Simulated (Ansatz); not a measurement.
MoI4, relaxed as a singlet with RKS r2SCAN-D4/def2-SVP in Ansatz, starting from the r2SCAN-D4/def2-SVP geometry of the neutral triplet. Force threshold 0.02 eV/Å.

In the def2 sets I, Mo take a core potential; there is no spin–orbit coupling. The restricted singlet is unstable towards broken spin symmetry in Hartree–Fock (as tested in another run); at r2SCAN-D4/def2-SVP this wasn't settled. An occupied level of the charge 0 singlet lies above an empty one (by up to 0.35 eV), so this SCF solution is probably not the lowest. The relaxation made no stability test and no search for a lower SCF solution. At r2SCAN-D4/def2-SVP a triplet of charge 0 lies 1.14 eV below the restricted singlet, each at its own geometry.

Start:

```
atom   x (Å)   y (Å)   z (Å)
 Mo1   0.000   0.000   0.000
  I2  -0.285   2.369   1.004
  I3  -2.029  -0.547  -1.512
  I4   0.142  -1.737   1.914
  I5   2.172  -0.085  -1.406
```

(1) Estimate the energy that the relaxation releases and the steps that it takes.

(2) Does the start keep its bonding and symmetry?

(3) Predict the relaxed structure.

Answers

(1) 0.02 eV, in 4 steps; 12 s on 4 threads of Intel Xeon Platinum 8375C on a shared host. The force fell under the threshold at step 3, but the optimiser went on. No frequencies were taken in this run, so the end may be a saddle point.

(2) By distances, no bond broke or formed. The bond that changes most is Mo1–I4, from 2.59 to 2.58 Å (atoms count from 1). Point group Td at the start, D2d at the end, both within 0.05 Å.

(3) 
```xyz
5

Mo    0.000    0.000    0.000
I    -0.225    2.379    0.969
I    -2.036   -0.599   -1.465
I     0.086   -1.762    1.881
I     2.175   -0.019   -1.385
```
Bond lengths: 4 × I–Mo 2.58 Å.
